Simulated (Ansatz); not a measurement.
```xyz
24

O    -1.305    1.092   -1.644
Hf   -0.541    0.280   -0.016
Cl   -2.354    0.685    1.550
C    -0.820   -1.811   -1.439
C    -1.692   -1.966   -0.348
C    -0.907   -2.092    0.823
C     0.444   -2.000    0.454
C     0.502   -1.803   -0.949
C     1.913    0.828    0.172
C     1.382    0.974    1.475
C     0.500    2.074    1.461
C     0.469    2.595    0.153
C     1.346    1.828   -0.644
H    -1.983    0.692   -2.187
H    -1.104   -1.681   -2.472
H    -2.771   -1.967   -0.384
H    -1.289   -2.202    1.826
H     1.290   -2.060    1.122
H     1.398   -1.705   -1.544
H     2.634    0.088   -0.140
H     1.615    0.360    2.333
H    -0.088    2.424    2.295
H    -0.154    3.405   -0.194
H     1.518    1.962   -1.701
```

The species carries charge 0 and has multiplicity 1. Hf: def2 effective core potential.

(1) List the B3LYP/def2-TZVPP orbital energies in eV (Ansatz). (An estimate is asked.)

Results:

(1) The calculation gave: Occupied: -2760.93, -519.77, -277.40, -277.39, -277.37, -277.31, -277.30, -277.23, -277.21, -277.18, -277.18, -277.05, -255.69, -194.66, -194.61, -194.59, -67.40, -36.03, -35.99, -35.88, -25.78, -24.56, -24.28, -20.62, -19.91, -19.83, -19.70, -19.63, -15.37, -15.31, -15.14, -15.07, -14.93, -14.70, -12.84, -11.71, -11.39, -11.33, -11.20, -11.16, -10.85, -10.84, -10.72, -10.65, -10.64, -9.10, -8.88, -8.87, -8.38, -8.01, -7.66, -7.00, -6.88, -6.54. Lowest empty: -0.93, -0.47, 0.03, 0.16, 0.47, 0.75, 1.17, 1.25.

B3LYP here is the variant with VWN-RPA as its local correlation; programs differ in this.
